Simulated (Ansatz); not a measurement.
Cost and result for the atomization energy of C3H9BO2 (`CC(C)B(O)O`) (15 atoms, 14 bonds).

Cartesian coordinates in Å:
```
C 1.275 0.680 -0.721
C 0.412 -0.075 0.293
C 0.274 -1.545 -0.088
B -0.973 0.659 0.509
O -2.193 0.062 0.337
O -0.966 1.968 0.888
H 2.268 0.228 -0.806
H 1.400 1.725 -0.435
H 0.821 0.660 -1.716
H 0.929 -0.021 1.262
H 1.251 -2.025 -0.188
H -0.233 -1.661 -1.053
H -0.287 -2.115 0.660
H -2.125 -0.856 0.068
H -1.855 2.318 0.990
```

The species carries charge 0 and has multiplicity 1. The structure was optimised at the PBE0-D4/def2-TZVP level. It is one conformer, not always the lowest. Program: Ansatz. All runs use 2 threads of an AMD EPYC 7R13 on a shared host and a share of an NVIDIA H100 80 GB. Times are those of one run each, without the atoms' runs, and a repeat can differ threefold. Electronic energies, without spin–orbit coupling; frozen cores. CCSD(T)/CBS adds CCSD(T) − MP2 in def2-TZVPP to the MP2 limit, and its time is that of the two runs behind it. T1 = 0.011. B3LYP takes the VWN-RPA correlation (the form of Gaussian; ORCA's B3LYP/G).

CCSD(T)/CBS is a level of theory with its own doubt, some kJ/mol a heavy atom from the limit and from the frozen cores, so smaller differences don't rank the functionals.

```json
{"level": "PBE0-D4/def2-TZVPP", "functions": "312", "wall time": "2 s", "atomization (kJ/mol)": "6204.5", "difference from CCSD(T)/CBS": "20.3", "per bond": "1.4"}
{"level": "B3LYP-D4/def2-TZVPP (with forces)", "functions": "312", "wall time": "2.1 s", "atomization (kJ/mol)": "6181.9", "difference from CCSD(T)/CBS": "-2.3", "per bond": "-0.2"}
{"level": "PBE-D4/def2-TZVPP (with forces)", "functions": "312", "wall time": "2.3 s", "atomization (kJ/mol)": "6302.7", "difference from CCSD(T)/CBS": "118.5", "per bond": "8.5"}
{"level": "ωB97X-V/def2-TZVPP", "functions": "312", "wall time": "2.6 s", "atomization (kJ/mol)": "6184.3", "difference from CCSD(T)/CBS": "0.1", "per bond": "0.0"}
{"level": "r2SCAN-D4/def2-TZVPP (with forces)", "functions": "312", "wall time": "2.9 s", "atomization (kJ/mol)": "6207.0", "difference from CCSD(T)/CBS": "22.8", "per bond": "1.6"}
{"level": "MP2/def2-QZVPP", "functions": "612", "wall time": "3.5 s", "atomization (kJ/mol)": "6236.9", "difference from CCSD(T)/CBS": "52.7", "per bond": "3.8"}
{"level": "B2PLYP/def2-TZVPP", "functions": "312", "wall time": "3.7 s", "atomization (kJ/mol)": "6130.3", "difference from CCSD(T)/CBS": "-53.9", "per bond": "-3.9"}
{"level": "ωB97M-V/def2-TZVPP (with forces)", "functions": "312", "wall time": "4.2 s", "atomization (kJ/mol)": "6206.6", "difference from CCSD(T)/CBS": "22.4", "per bond": "1.6"}
{"level": "CCSD(T)/def2-TZVPP", "functions": "312", "wall time": "5.5 s", "atomization (kJ/mol)": "6046.1", "difference from CCSD(T)/CBS": "-138.1", "per bond": "-9.9"}
{"level": "CCSD(T)/CBS(def2)", "functions": "–", "wall time": "9 s", "atomization (kJ/mol)": "6184.2", "difference from CCSD(T)/CBS": "0.0", "per bond": "0.0"}
```

The D4 term adds +43.7 kJ/mol with B3LYP and +23.2 kJ/mol with PBE0; it sums over pairs of atoms, weighted by their polarisabilities, and B3LYP, whose exchange is more repulsive, gets the larger term. From PBE to PBE0 (25 % exact exchange), in def2-TZVPP and without D4, the atomization energy moves by −93.8 kJ/mol: exact exchange takes away binding that semilocal exchange gives to molecules. In def2-TZVPP, CCSD(T) changes the Hartree–Fock value by +1418.9 kJ/mol (the triples alone add +79.3 kJ/mol) and MP2 by +1528.4 kJ/mol; breaking electron pairs costs correlation energy, which Hartree–Fock lacks.
